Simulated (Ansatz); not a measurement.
`O[SiH2][S][GeH3]` → `[GeH3]`• + `O[SiH2][S]`•  (homolysis of the Ge–S bond)

Gas-phase electronic energies from Ansatz, PBE0-D4/def2-TZVP geometries. CBS: MP2 limit from def2 TZ/QZ plus the TZ coupled-cluster correction, frozen cores. Functionals use def2-TZVPP. Open shells (•) are unrestricted, without spin–orbit coupling. For Ge outer-core shells are correlated without core-valence functions, which leaves a few kJ/mol of doubt a bond. Scalar relativity is left out up to krypton. One conformer a species, not always the lowest.

```csv
level,ΔE (kJ/mol)
PBE-D4,333.0
PBE0-D4,334.5
ωB97X-V,342.3
r2SCAN,321.6
HF/def2-TZVPP,228.2
MP2/def2-TZVPP,354.6
HF/def2-QZVPP,226.9
MP2/def2-QZVPP,362.4
```

(1) What does CCSD(T)/CBS give? (Best estimate.)

Largest T1 diagnostic among the species: 0.014.

## Answers

(1) The calculation gave: +348.6 kJ/mol. The listed levels differ from it by -15.6, -14.1, -6.3, -27.0, -120.4, 6.0, -121.7, 13.8 kJ/mol.

The D4 term adds +17.1 kJ/mol with B3LYP and +9.3 kJ/mol with PBE0; it sums over pairs of atoms, weighted by their polarisabilities, and B3LYP, whose exchange is more repulsive, gets the larger term. In def2-TZVPP, CCSD(T) changes the Hartree–Fock value by +106.0 kJ/mol (the triples alone add +11.4 kJ/mol) and MP2 by +126.4 kJ/mol; breaking electron pairs costs correlation energy, which Hartree–Fock lacks.

B3LYP here is the variant with VWN-RPA as its local correlation; programs differ in this.
